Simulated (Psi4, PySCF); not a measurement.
C3H8OSi, singlet, geometry from GFN2-xTB, atoms displaced at random by about 0.08 Å a coordinate. Base run: TPSS/STO-3G, gradient (PySCF).

The PySCF input:
```python
from pyscf import gto, scf, dft

mol = gto.M(
    atom='''
Si    0.55162477   -0.20573200   -0.43422678
C     1.83515173   -0.54420150    0.98495405
O     0.28568262    1.68870601   -0.56491201
C    -1.07420717   -0.87634117    0.12854370
C    -2.26772826   -0.37721294    0.18399075
H     0.87480400   -0.36660937   -1.92978801
H     2.04711500   -1.57688812    0.83166901
H     2.89433436    0.10553484    0.68542227
H     1.58657343   -0.06871395    1.77940453
H     0.12235314    2.09133643    0.30286371
H    -1.03599306   -1.97511514    0.46106083
H    -3.25997629   -1.00261317    0.47822825
H    -2.43521468    0.59123593   -0.00466881
''',
    basis='sto-3g',
    verbose=4,
)

mf = dft.RKS(mol)
mf.xc = 'tpss'
mf.kernel()
g = mf.nuc_grad_method()
grad = g.kernel()
```

Programs used: Psi4, PySCF; a row that names a program was run with it.

The coordinate followed is y of atom 7.

The base run was repeated with changes; each row names its change, and settings that it needs were set with it.

| change | dE/dx (Eh/bohr) | net force (Eh/bohr) |
|---|---|---|
| base | 0.029613 | 0.000014 |
| grids.level = 5; grid_response = on | 0.029613 | 0.000000 |
| finite difference step (bohr) = 0.01; conv_tol = 1e-11 | 0.029632 | - |
| finite difference step (bohr) = 1e-3; conv_tol = 1e-11 | 0.029612 | - |
| finite difference step (bohr) = 0.05; conv_tol = 1e-11 | 0.030113 | - |
| conv_tol = 1e-4 | 0.029808 | 0.000014 |
| density fitting = on | 0.029623 | 0.000014 |
| finite difference step (bohr) = 1e-5; conv_tol = 1e-11 | 0.029613 | - |
| grids.level = 5; grid_response = off | 0.029613 | 0.000003 |
| finite difference step (bohr) = 1e-4; conv_tol = 1e-11 | 0.029612 | - |
| code = psi4 | 0.029623 | 0.000132 |
| grids.level = 0; grid_response = on | 0.032568 | 0.000000 |

The net force is zero for an exact gradient.
